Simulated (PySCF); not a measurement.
Kr(2+): excitation energy

Kr(2+) [Ar] 3d10 4s2 4p4 (3P) → Kr(2+) [Ar] 3d10 4s1 4p4 4d1 (high-spin determinant), as a difference of total energies. Computed with PySCF 2.14 in dyall-av2z (16s12p8d, 92 functions), with the non-relativistic Hamiltonian (point nucleus). Correlated levels: valence: [Ar] 3d10 frozen; virtual orbitals above 40 to 60 times the deepest correlated orbital energy dropped. The calculations carry no spin-orbit coupling.

```
           method  excitation energy (cm⁻¹)
              UHF                    238420
    MP2 (valence)                    242000
SCS-MP2 (valence)                    241850
   CCSD (valence)                    235210
CCSD(T) (valence)                    233900
```

A first-order spin-orbit estimate (lowest level to lowest level, LS coupling) adds 0.013 eV.

The promoted electron is Rydberg-like, and one or two diffuse shells describe it only roughly, which tends to raise the upper state.

The coupled-cluster amplitudes are large for the upper state (T1 above 0.03 or a double amplitude above 0.15), so a single reference is strained.

The determinant of the upper state mixes LS terms, which raises its energy above the lowest term, most at the Hartree-Fock and MP2 levels.
